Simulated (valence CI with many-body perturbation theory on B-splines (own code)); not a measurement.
**Missing levels of As XXIX**

Computed by relativistic CI+MBPT: three valence electrons over a frozen Dirac-Fock core [He], a basis of 11 s, 11 p, 9 d, 7 f, 5 g, 2 h, 1 i functions for each j, with the one-electron correlation potential Σ1, the two-electron term Σ2, the three-electron term Σ3, Breit, model QED; selected CI, second order for the rest (own B-spline code, finite nucleus).

No measured spectrum was set against this ion. As an estimate, large intervals hold to a few tenths of a per cent, small ones and those within an open d or f shell to about a per cent.

| Level | E (cm⁻¹) |
| --- | --- |
| 2s2 2p 2P°_1/2 | 0 |
| 2s2 2p 2P°_3/2 | 336870 |
| 2s 2p2 4P_1/2 | 603420 |
| 2s 2p2 4P_3/2 | 801520 |
| 2s 2p2 4P_5/2 | 915610 |
| 2s 2p2 2D_3/2 | ? |
| 2s 2p2 2P_1/2 | 1266100 |
| 2s 2p2 2D_5/2 | 1310000 |
| 2s 2p2 2S_1/2 | 1626400 |
| 2s 2p2 2P_3/2 | 1638100 |
| 2p3 4S°_3/2 | 1911000 |
| 2p3 2D°_3/2 | 2169200 |
| 2p3 2D°_5/2 | ? |
| 2p3 2P°_1/2 | ? |
| 2p3 2P°_3/2 | 2669800 |
| 2s2 3s 2S_1/2 | ? |
| 2s2 3p 2P°_1/2 | ? |
| 2s2 3p 2P°_3/2 | 14272000 |
| 2s 2p 3s 4P°_1/2 | ? |
| 2s 2p 3s 4P°_3/2 | 14479000 |

Names give the largest LS component (configuration and term), which can be under half, so a name can repeat, a term be missing and a line seem to break the LS rules; names also repeat where a configuration has a term twice.

Task: The levels stand in rising order. What does the calculation give for the missing energies?

Result: 2s 2p2 2D_3/2 1175600; 2p3 2D°_5/2 2249600; 2p3 2P°_1/2 2433400; 2s2 3s 2S_1/2 13936000; 2s2 3p 2P°_1/2 14178000; 2s 2p 3s 4P°_1/2 14414000.
